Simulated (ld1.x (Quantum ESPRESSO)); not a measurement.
Logarithmic derivatives: vanadium (V), TM semilocal

ld1.x (Quantum ESPRESSO) 7.5 input, shortened:

```
&input
   title='V', zed=23., rel=1, dft='PZ', iswitch=3,
   config='[Ar] 3d3 4s2 4p0'
 /
 &inputp
   pseudotype=1, tm=.true., lloc=2,
   nlcc=.true., rcore=1.85
 /
3
4S  1  0   2.00   0.00  2.65  2.65  0.0
4P  2  1   0.00   0.00  3.70  3.70  0.0
3D  3  2   3.00   0.00  1.95  1.95  0.0
 &test
   configts(1)='3d3 4s2 4p0'
 /
```

The phase is arctan(r·u′/u) with u = r·R(r), unwrapped; energies in Ry, scanned from -2 to 5 Ry. A pole is an energy at which the radial function vanishes at the test radius. The pseudo phase is shifted by a multiple of π to meet the all-electron one at the reference energy, and phase errors are pseudo minus all-electron; the curves can meet again beyond the range given. Levels narrower than the energy grid can be missing from the lists of poles.

Problem. For each channel, where are the poles, and over which energies does the pseudopotential scatter like the atom?

Solution.

```csv
channel,radius (bohr),reference energy (Ry),"poles, all-electron","poles, pseudo",unbroken range about the reference energy with phases within 0.05 rad,phase error 1 Ry above the reference energy (rad)
s,3.99,-0.36,"0.06, 3.18","0.05, 2.79",below 1.0,-0.011
p,3.99,-0.11,"0.59, 3.78","0.57, 3.20",below 1.3,-0.015
d,3.99,-0.40,"-0.36, 1.57, 4.77","-0.36, 1.68",below 0.4,+0.114
```

Phases in the d channel:

```tsv
E (Ry)	all-electron	pseudo
-2.00	1.394	1.395
-1.52	1.369	1.369
-1.04	1.325	1.325
-0.56	1.181	1.182
-0.08	-1.927	-1.923
0.40	-2.584	-2.532
0.88	-4.347	-4.299
1.36	-4.652	-4.628
1.84	-4.776	-4.747
2.32	-4.907	-4.846
2.80	-5.369	-5.031
3.28	-7.401	-6.274
3.76	-7.707	-7.555
4.24	-7.797	-7.730
4.72	-7.849	-7.800
```
